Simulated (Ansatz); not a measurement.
A nudged elastic band was laid between two geometries of H3P + H4O2Sn (11 atoms, charge 0, multiplicity 1).

The calculation used RKS PBE0-D4/def2-SVP in Ansatz 0.2.0.

```yaml
movable_images: 5
climbing_image: yes
spring: 5.0 eV/Å²
optimiser: quadratic models (default)
start_path: through a guess of the saddle point
force_threshold: 0.05 eV/Å
iteration_limit: 60
end_points: relaxed
```

Initial state:

```xyz
11
Properties=species:S:1:pos:R:3
Sn -0.095 -0.406 -0.079
O -0.157 -0.323 1.905
H -1.041 -0.160 2.252
H 1.554 -0.539 -0.454
O -0.714 1.328 -0.830
H -1.664 1.357 -0.987
H -1.165 -1.633 -0.625
P 1.426 3.151 1.685
H 2.551 2.547 1.042
H 0.584 2.999 0.541
H 0.988 1.915 2.254
```

Final state:

```xyz
11
Properties=species:S:1:pos:R:3
Sn -0.037 0.599 -0.049
O 0.547 -0.446 2.543
H -0.285 -0.759 2.915
H 1.144 -0.589 -0.403
O -0.475 1.534 -1.773
H -0.912 0.955 -2.407
H -1.532 -0.031 0.523
P 0.791 2.551 1.298
H 2.073 2.531 0.671
H 0.245 3.499 0.382
H 0.708 0.389 3.004
```

Question: Which bonds break or form, and what moves?

Answer: Bonds broken: Sn1–O2, P8–H11. Bonds formed: Sn1–P8, O2–H11. H3P + H4O2Sn becomes H2O + H5OPSn.

Question: What energy profile does the band end with?

Answer: The run converged. The highest image is number 2 of 0 to 6, 24.7 kcal/mol above the first end and 35.2 kcal/mol above the last; the last end lies 10.5 kcal/mol below the first. A vibrational analysis at the climbing image gives one clearly imaginary mode, 1162i cm⁻¹: a first-order saddle point. The orbitals stay closed-shell, which can raise the energy where a bond breaks towards radicals; this wasn't checked here.

```tsv
image	path coordinate (Å)	energy (kcal/mol)	Sn1–O2 (Å)	P8–H11 (Å)	Sn1–P8 (Å)
0	0.00	0.0	1.99	1.43	4.25
1	0.96	2.4	2.00	1.44	3.70
2	1.92	24.7	2.13	1.72	3.07
3	2.92	1.6	2.56	2.20	2.59
4	3.92	-6.8	2.95	2.51	2.52
5	4.92	-10.0	2.90	2.70	2.52
6	5.91	-10.5	2.86	2.76	2.51
```

Question: What is the geometry of the highest image?

Answer: 
```xyz
11
Properties=species:S:1:pos:R:3:forces:R:3
Sn 0.143 0.148 0.029 0.00 0.00 0.00
O -0.021 0.024 2.154 0.00 0.00 0.01
H -0.891 -0.120 2.557 0.00 0.00 0.00
H 1.721 -0.211 -0.512 0.00 0.00 0.00
O -0.844 1.588 -0.933 0.00 0.01 0.00
H -1.613 1.216 -1.384 0.00 0.00 0.00
H -0.920 -1.198 -0.200 0.00 0.00 0.00
P 1.260 2.559 1.562 0.00 0.00 0.00
H 2.419 2.082 0.884 0.00 0.00 0.00
H 0.560 2.995 0.399 0.00 0.00 0.00
H 0.453 1.152 2.147 0.00 0.00 0.00
```

Question: What are the harmonic wavenumbers there?

Answer: 1162i, 74, 140, 171, 183, 278, 319, 421, 443, 472, 493, 517, 586, 615, 681, 724, 783, 891, 1073, 1194, 1461, 1881, 1945, 2425, 2448, 3803, 3865 cm⁻¹.

The run took 7.2 min on 2 threads of Intel(R) Xeon(R) Platinum 8488C (Sapphire Rapids), with other jobs on the host, peak memory 0.28 GiB.
